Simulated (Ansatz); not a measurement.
Molecule: chloro(trimethyl)germane, C3H9ClGe, charge 0, multiplicity 1. 
Coordinates optimised at B3LYP-D3(BJ)/def2-TZVP (Ansatz, an electronic-structure program):
```
Ge
C 1 1.9567
H 2 1.0892 1 110.05
H 2 1.0892 3 108.87 1 -120.69
H 2 1.0912 3 108.95 4 -118.70
C 1 1.9567 2 112.65 3 -175.60
H 6 1.0892 1 110.05 2 175.60
H 6 1.0892 7 108.87 1 120.69
H 6 1.0912 7 108.95 8 118.70
C 1 1.9567 2 112.65 3 55.62
H 10 1.0892 1 110.05 2 -55.62
H 10 1.0892 11 108.87 1 120.69
H 10 1.0912 11 108.95 12 118.70
Cl 1 2.2019 2 106.07 3 -59.99
```

Quantity: atomisation energy (electronic, to ground-state atoms), in kcal/mol. Valence correlation only, unless marked. UHF or UKS for open shells. Spin-orbit coupling is left out. The frozen core is the preceding noble-gas configuration, with the filled d and f shells of earlier blocks. No relativistic terms. The coupled-cluster limit lacks core correlation, which all-electron functionals hold. Basis-set limits of correlation are two-point, X^-3; Hartree-Fock from the larger set. The bracket is a focal-point correction in the basis named.

| level | program | atomisation energy (kcal/mol) | minus last row |
|---|---|---|---|
| HF/def2-QZVPP | Ansatz | 925.9 | -290.6 |
| PBE-D4/def2-TZVPD | Ansatz + dftd4 | 1228.5 | 12.0 |
| revPBE-D4/def2-TZVPD | Ansatz + dftd4 | 1204.0 | -12.5 |
| r2SCAN-D3(BJ)/def2-TZVPD | Ansatz + dftd3 | 1220.3 | 3.8 |
| B3LYP-D4/def2-TZVPD | Ansatz + dftd4 | 1212.7 | -3.8 |
| CAM-B3LYP-D3(BJ)/def2-TZVPD | Ansatz + dftd3 | 1217.3 | 0.8 |
| wB97X-V/def2-TZVPD | Ansatz | 1219.6 | 3.1 |
| B2GP-PLYP-D3(BJ)/def2-TZVPD | Ansatz + dftd3 | 1202.7 | -13.8 |
| MP2/def2-SVPD | Ansatz | 1175.4 | -41.1 |
| MP2/CBS(def2-TZVPPD,def2-QZVPPD) | Ansatz | 1225.6 | 9.1 |
| RI-MP2/def2-QZVPP | Ansatz | 1215.2 | -1.3 |
| SCS-MP2/STO-3G | Ansatz | 1330.9 | 114.4 |
| SCS-MP2/def2-TZVPPD | Ansatz | 1200.4 | -16.1 |
| CCSD/6-31G | Ansatz | 1051.7 | -164.8 |
| CCSD/6-31G* | Ansatz | 1093.0 | -123.5 |
| CCSD/def2-SVPD | Ansatz | 1157.0 | -59.5 |
| CCSD(T)/6-31G* | Ansatz | 1101.1 | -115.4 |
| CCSD(T)/def2-SVPD | Ansatz | 1168.1 | -48.4 |
| CCSD(T)/def2-TZVPP | Ansatz | 1192.1 | -24.4 |
| RI-MP2/CBS(def2-TZVPPD,def2-QZVPPD)+[CCSD(T)-MP2]/def2-QZVPPD | Ansatz | 1216.7 | 0.2 |
| CCSD(T)/CBS(def2-TZVPPD,def2-QZVPPD) | Ansatz | 1216.5 | 0.0 |
